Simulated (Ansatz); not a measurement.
Computed with Ansatz on PBE0-D4/def2-TZVP structures; ΔE is electronic, products minus reactants. CBS: MP2 limit from def2 TZ/QZ plus the TZ coupled-cluster correction, frozen cores. This one scheme is used for every species. DFT in def2-TZVPP. B3LYP here is the variant with VWN-RPA as its local correlation; programs differ in this. HSE06 is defined as in plane-wave codes. def2 core potentials past Kr. For I outer-core shells are correlated without core-valence functions, which leaves a few kJ/mol of doubt a bond.

Reaction (formal exchange of groups at the Si–I bond): `I[SiH]1CS1` + CH₄ → `C1[SiH2]S1` + `CI`

`I[SiH]1CS1`:

Z-matrix (Å, degrees):
```
Si
C 1 1.833
S 1 2.073 2 56.9
I 1 2.418 2 119.6 3 109.3
H 1 1.475 2 121.2 3 -107.2
H 2 1.086 1 119.2 3 -104.8
H 2 1.086 1 120.7 3 104.8
```

CH₄:

Z-matrix (Å, degrees):
```
C
H 1 1.090
H 1 1.090 2 109.5
H 1 1.090 2 109.5 3 -120.0
H 1 1.090 2 109.5 3 120.0
```

`C1[SiH2]S1`:

Z-matrix (Å, degrees):
```
C
S 1 1.862
Si 1 1.840 2 68.6
H 1 1.086 2 113.2 3 -114.5
H 1 1.086 2 113.2 3 114.5
H 3 1.479 1 119.3 2 106.8
H 3 1.479 1 119.3 2 -106.8
```

`CI`:

```xyz
5

C     0.145    0.099    0.146
I    -1.207   -0.826   -1.215
H     0.359   -0.615    0.935
H     1.044    0.355   -0.406
H    -0.340    0.987    0.541
```

Problem. Is it downhill or uphill in electronic energy at CCSD(T)/CBS, and by how much? (Best estimate.)

Solution. Computed: Uphill: ΔE = +140.1 kJ/mol.

Problem. What do these levels give: B97M-V, B3LYP-D4, r2SCANh-D4, HSE06-D4, BHLYP-D4, CAM-B3LYP-D4, revPBE, r2SCAN, PBE0, MP2/def2-TZVPP, HF/def2-QZVPP, HF/CBS(def2)? (Best estimate.)

Solution. Computed: B97M-V 142.9, B3LYP-D4 139.7, r2SCANh-D4 146.4, HSE06-D4 144.9, BHLYP-D4 143.8, CAM-B3LYP-D4 137.6, revPBE 136.5, r2SCAN 144.8, PBE0 141.0, MP2/def2-TZVPP 145.5, HF/def2-QZVPP 132.9, HF/CBS(def2) 132.8 kJ/mol.

Problem. What do rigid-rotor, harmonic-oscillator terms from PBE0-D4/def2-TZVP frequencies (298.15 K, 1 bar) make of the CCSD(T)/CBS value? (Best estimate.)

Solution. The calculation gave: ΔZPE = -3.3 kJ/mol, ΔH = +134.0 kJ/mol, ΔS = 14 J/(mol·K), ΔG = +129.9 kJ/mol.

Largest T1 diagnostic among the species: 0.012.

Leaving LDA and LC-ωPBE aside and taking each functional with its dispersion term where it has one, the values, not all of them listed here, spread over 10.6 kJ/mol, from BLYP-D4 to r2SCAN0-D4. LDA lies +4.0 kJ/mol from PBE without D4. The D4 term adds +6.4 kJ/mol with B3LYP and +3.7 kJ/mol with PBE0; it sums over pairs of atoms, weighted by their polarisabilities, and B3LYP, whose exchange is more repulsive, gets the larger term.
